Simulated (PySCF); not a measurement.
CH3FO2Si, SMILES O=C(O)[SiH2]F.

The structure is a stationary point at PBE0-D3(BJ)/def2-SVP. The structure was generated by enumeration, and PubChem lists no compound with its InChIKey, so it may never have been made. One conformer was computed; it need not be the lowest.

Two levels are set side by side: PBE/def2-TZVP (PySCF) and PBE0/def2-TZVP (PySCF). Same geometry, gas phase. Differences are taken from unrounded values.

```tsv
quantity	PBE0
orbital gap (eV)	7.24
highest occupied level (eV)	-8.25
lowest empty level (eV)	-1.01
dipole moment (D)	0.48
mean polarisability (bohr³)	42.9
```

Question: What does PBE give, and how far is it from PBE0? (An estimate is asked for; the answer gives what the named calculation found.)

Answer: 
| quantity | PBE | PBE minus PBE0 |
|---|---|---|
| orbital gap (eV) | 4.65 | -2.59 |
| highest occupied level (eV) | -6.71 | 1.54 |
| lowest empty level (eV) | -2.06 | -1.05 |
| dipole moment (D) | 0.58 | 0.10 |
| mean polarisability (bohr³) | 45.3 | 2.5 |

PBE's occupied levels lie high since its potential decays too fast outside the molecule; exact exchange lowers them and widens the gap. PBE's more diffuse valence density responds more strongly to a field. Differences between two approximate levels are no errors against the true value.

Rough cost on one machine, each run with all the roots and properties that it gave: PBE0 against PBE within a factor of 2.
